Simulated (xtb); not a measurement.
(1S)-1-bromo-1-chloroethane (C2H4BrCl), SMILES [C@H](Cl)(Br)C. All values are semi-empirical tight-binding results from xtb (GFN2-xTB unless named), good for trends rather than for accurate numbers. Coordinates come from a GFN2-xTB optimisation.

**Question.** Estimate the properties. (Estimate from the structure and the level; the computed values follow.)

**Answer.** 
| Property | Value |
|---|---|
| orbital gap | 4.76 eV |
| zero-point energy | 34.5 kcal/mol |
| G − E(el) at 298.15 K (modified RRHO) | 15.7 kcal/mol |
| static polarisability (D4 model) | 59.7 bohr³ |
| solvation energy, GFN2-xTB/ALPB(water) | -2.2 kcal/mol |
| solvation energy, GFN2-xTB/ALPB(acetonitrile) | -4.7 kcal/mol |
